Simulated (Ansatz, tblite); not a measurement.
Forces on the cluster Zn₂Te at its PBE-D4/def2-TZVP geometry. Total charge 0; singlet.

In the def2 sets Te takes a core potential; there is no spin–orbit coupling. The xTB rows come from tblite. The order of the spin states hangs on the level: the triplet lies 0.16 eV below the singlet at PBE0-D4/def2-TZVP, but 1.88 eV above it at GFN1-xTB. The structure comes from a short search, and lower isomers may exist.

GFN1-xTB (tblite), largest force 1.02 eV/Å:

```xyz
3
positions Å, forces eV/Å
Zn   -1.664    0.631   -1.825    0.662   -0.255    0.732
Zn    1.667   -0.629    1.823   -0.673    0.249   -0.728
Te   -0.003   -0.002    0.002    0.011    0.006   -0.004
```

GFN2-xTB (tblite), largest force 0.37 eV/Å:

```
Zn 0.241 -0.094 0.268
Zn -0.246 0.091 -0.266
Te 0.005 0.003 -0.003
```

B97M-V/def2-TZVP (Ansatz), largest force 0.00 eV/Å:

```
Zn -0.001 0.000 0.000
Zn -0.002 0.000 -0.002
Te 0.004 0.000 0.002
```
